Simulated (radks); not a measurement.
The hydrogen anion H-, [He], held by a Watson sphere: a shell of charge +1 at radius R that stands for the Madelung well of a crystal (potential energy -1/R inside, -1/r outside, in hartree with lengths in bohr). Method: scalar-relativistic Kohn-Sham, LDA (Slater exchange, Perdew-Wang correlation), spin-polarised, spherical densities, finite nucleus; Fermi nuclear charge, rms radius of each element as measured or else 0.836 A^(1/3) + 0.57 fm; computed with a radial shooting solver on a logarithmic mesh with Libxc functionals. Response by self-consistent Sternheimer equations with the Hartree and adiabatic LDA kernel, the relativistic mass of each level held fixed and spin-orbit coupling left out. The sphere does not respond.

| R (bohr) | e(1s) (eV) | <r> 1s (bohr) | sum of <r^2> (bohr^2) | X-ray form factor at sin(theta)/lambda = 0.3 1/angstrom | alpha (bohr^3) |
|---|---|---|---|---|---|
| 1.49 | -8.121 | 1.634 | 7.064 | 0.408 | 10.30 |
| 1.71 | -7.516 | 1.720 | 7.835 | 0.365 | 12.56 |
| 1.73 | -7.465 | 1.728 | 7.904 | 0.361 | 12.78 |
| 2 | -6.832 | 1.824 | 8.836 | 0.324 | 15.91 |
| 2.26 | -6.306 | 1.908 | 9.711 | 0.300 | 19.25 |
| 2.55 | -5.795 | 1.993 | 10.66 | 0.282 | 23.35 |
| 2.58 | -5.746 | 2.001 | 10.75 | 0.280 | 23.80 |
| 3.15 | -4.928 | 2.142 | 12.51 | 0.262 | 33.02 |
| 3.3 | -4.743 | 2.175 | 12.94 | 0.259 | 35.68 |
